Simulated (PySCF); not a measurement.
Cost of excited-state runs on `C#CC1=C[C@@H](C#C)CC1`, C₉H₈

Geometry:
```json
{"atom": "C1", "x (Å)": "-3.620", "y (Å)": "0.133", "z (Å)": "0.676"}
{"atom": "C2", "x (Å)": "-2.446", "y (Å)": "0.171", "z (Å)": "0.424"}
{"atom": "C3", "x (Å)": "-1.081", "y (Å)": "0.194", "z (Å)": "0.086"}
{"atom": "C4", "x (Å)": "-0.145", "y (Å)": "0.993", "z (Å)": "0.597"}
{"atom": "C5", "x (Å)": "1.211", "y (Å)": "0.710", "z (Å)": "0.006"}
{"atom": "C6", "x (Å)": "2.033", "y (Å)": "0.012", "z (Å)": "0.981"}
{"atom": "C7", "x (Å)": "2.686", "y (Å)": "-0.581", "z (Å)": "1.790"}
{"atom": "C8", "x (Å)": "0.885", "y (Å)": "-0.178", "z (Å)": "-1.218"}
{"atom": "C9", "x (Å)": "-0.512", "y (Å)": "-0.750", "z (Å)": "-0.944"}
{"atom": "H10", "x (Å)": "-4.642", "y (Å)": "0.111", "z (Å)": "0.912"}
{"atom": "H11", "x (Å)": "-0.286", "y (Å)": "1.729", "z (Å)": "1.368"}
{"atom": "H12", "x (Å)": "1.732", "y (Å)": "1.630", "z (Å)": "-0.285"}
{"atom": "H13", "x (Å)": "3.272", "y (Å)": "-1.093", "z (Å)": "2.493"}
{"atom": "H14", "x (Å)": "0.862", "y (Å)": "0.443", "z (Å)": "-2.114"}
{"atom": "H15", "x (Å)": "1.632", "y (Å)": "-0.958", "z (Å)": "-1.360"}
{"atom": "H16", "x (Å)": "-0.459", "y (Å)": "-1.758", "z (Å)": "-0.522"}
{"atom": "H17", "x (Å)": "-1.129", "y (Å)": "-0.796", "z (Å)": "-1.842"}
```

PySCF with density fitting, on 1 thread of an Arm Neoverse V2, shared host. Command: `OMP_NUM_THREADS=1 python excited_run.py task.json out`

Problem. How long does each of these runs take, and how much memory?
- magnetisability and related constants, HF/6-31++G**; usual settings
- magnetisability and related constants, PBE0/pcSseg-1; usual settings

Solution. 
```
                                  run          level  basis functions  wall time  peak memory (GiB)
magnetisability and related constants   HF/6-31++G**              210       16 s               0.96
magnetisability and related constants  PBE0/pcSseg-1              193       28 s               0.85
```
Times from a shared host are rough.
